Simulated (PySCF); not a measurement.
**Excitation energy of N²⁺ by level of theory**

N²⁺ [He] 2s2 2p1 (2P) → N²⁺ [He] 2s1 2p1 3s1 (4P), as a difference of total energies. All numbers are calculated (PySCF 2.14, scalar relativity by spin-free X2C-1e, in dyall-acv3z). Correlated levels: valence and next inner shell: nothing frozen; virtual orbitals above 40 to 60 times the deepest correlated orbital energy dropped. The calculations carry no spin-orbit coupling.

| method | excitation energy (eV) |
| --- | --- |
| UHF | 33.612 |
| MP2 (valence and next inner shell) | 35.033 |
| SCS-MP2 (valence and next inner shell) | 35.418 |
| CCSD (valence and next inner shell) | 35.562 |
| CCSD(T) (valence and next inner shell) | 35.595 |

Q: How much does correlation contribute at CCSD(T) (valence and next inner shell)?

A: 35.595 − (33.612) = 1.983 eV, measured against UHF.

The promoted electron is Rydberg-like, and one or two diffuse shells describe it only roughly, which tends to raise the upper state.
